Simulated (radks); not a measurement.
The nuclear charge of the rubidium ion Rb+ is varied continuously with 36 electrons held in [Kr]. Calculated with a radial shooting solver on a logarithmic mesh with Libxc functionals: scalar-relativistic Kohn-Sham, SCAN, spin-polarised, spherical densities, finite nucleus; meta-GGA in the generalised Kohn-Sham scheme; Fermi nuclear charge, rms radius 4.2036 fm. By the Hellmann-Feynman theorem dE/dZ = E(electron-nucleus)/Z, the electronic potential at the nucleus (averaged over a nucleus of fixed radius). The scalar-relativistic energy here is not variational (the density holds large components alone), so the two differ by a part that grows with Z.

Z      E (hartree)  E(electron-nucleus)/Z (hartree)  HOMO  e(HOMO) (eV)  <r> HOMO (bohr)
36     -2790.96787                         -186.987    4p        -9.655            1.933
36.25  -2838.01171                         -188.742    4p       -12.539            1.868
36.5   -2885.49564                         -190.496    4p       -15.593            1.809
36.75  -2933.42039                         -192.250    4p       -18.810            1.756
37     -2981.78566                         -194.004    4p       -22.183            1.707
37.25  -3030.59108                         -195.757    4p       -25.707            1.662
37.5   -3079.83703                         -197.510    4p       -29.378            1.620
37.75  -3129.52371                         -199.264    4p       -33.193            1.581
38     -3179.65083                         -201.018    4p       -37.149            1.544

The central difference of E at Z = 37 is -194.341 hartree, to compare with the third column; the second derivative is -7.04 hartree.
